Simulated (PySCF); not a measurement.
**Telling isomers of C5H7F3N2 apart by NMR**

PySCF 2.14 calculation with shieldings: GIAO PBE0/pcSseg-1 and geometry from GFN2-xTB; one computed conformer, non-relativistic Hamiltonian, fast rotation and ring inversion assumed for equivalent nuclei, no solvent.

Shifts are taken against calculated references (same method and geometry level): $^{1}$H and $^{13}$C vs TMS. Splittings of carbon signals by F and P are missing where no couplings were computed. Where no couplings were computed, multiplicities follow the n + 1 count of equivalent neighbours, and m marks all less simple cases (inequivalent or close neighbours, rings, F or P nearby). Shifts are as computed. Against solution values, carbons near 30 ppm lie about +3 ppm off and those near 130 ppm about +5 ppm. Of 1211 compounds with measured shifts, 218 miss one by over three times the rms of a fit or turn the order of signals round; such compounds aren't used in these exercises.

(1) Tabulate the signals of `CC/C=N/N=C\C(F)(F)F`, `CC(C)=N/N=C/C(F)(F)F`, `C/C=N\N=C(/C)C(F)(F)F`, `C=CN(C)/N=C/C(F)(F)F` and their relative energies.

(2) What is the quickest way to tell CC(C)=N/N=C/C(F)(F)F from C/C=N\N=C(/C)C(F)(F)F?

(3) What is the quickest way to tell CC/C=N/N=C\C(F)(F)F from CC(C)=N/N=C/C(F)(F)F?

(4) What is the quickest way to tell C/C=N\N=C(/C)C(F)(F)F from C=CN(C)/N=C/C(F)(F)F?

Results:

(1) 
```tsv
SMILES	carbon types	δC	δH	E rel. (kcal/mol)
CC/C=N/N=C\C(F)(F)F	1×C 2×CH 1×CH2 1×CH3	129.3, 128.0, 112.3, 33.4, 14.1	6.31 (t, 1H), 6.08 (m, 1H), 2.34 (m, 2H), 1.19 (t, 3H)	8.6
CC(C)=N/N=C/C(F)(F)F	2×C 1×CH 2×CH3	130.5, 130.4, 115.6, 27.1, 17.4	6.22 (m, 1H), 2.03 (s, 3H), 1.73 (s, 3H)	1.3
C/C=N\N=C(/C)C(F)(F)F	2×C 1×CH 2×CH3	130.4, 125.7, 124.0, 16.4, 11.4	6.38 (q, 1H), 1.93 (s, 3H), 1.74 (d, 3H)	0.0
C=CN(C)/N=C/C(F)(F)F	1×C 2×CH 1×CH2 1×CH3	149.6, 130.7, 118.4, 90.1, 29.2	6.98 (m, 1H), 6.35 (m, 1H), 4.48 (m, 1H), 4.39 (m, 1H), 3.00 (s, 3H)	7.3
```

Energies are electronic energies at PBE0/pcSseg-1 on these geometries, without zero-point or thermal terms, each for the one conformer computed, which needn't be the lowest.

(2) Both give the same number of carbon signals, with the same numbers of each carbon type, so the positions decide. The first has a methyl carbon (CH3) at 27.1 ppm, the second a C=N carbon (CH) at 125.7 ppm. Their most deshielded carbons lie at 130.5 and 130.4 ppm.

(3) Both give the same number of carbon signals, but DEPT or the intensities differ. The first has an sp3 CH2 at 33.4 ppm, the second a methyl carbon (CH3) at 27.1 ppm. Their most deshielded carbons lie at 129.3 and 130.5 ppm.

(4) Both give the same number of carbon signals, but DEPT or the intensities differ. The first has a methyl carbon (CH3) at 11.4 ppm, the second a β carbon of an enol-ether or enamine type C=C (CH2) at 90.1 ppm. Their most deshielded carbons lie at 130.4 and 149.6 ppm. In the proton spectra the most deshielded non-exchanging signals are 6.38 (q, 1H) and 6.98 (m, 1H).
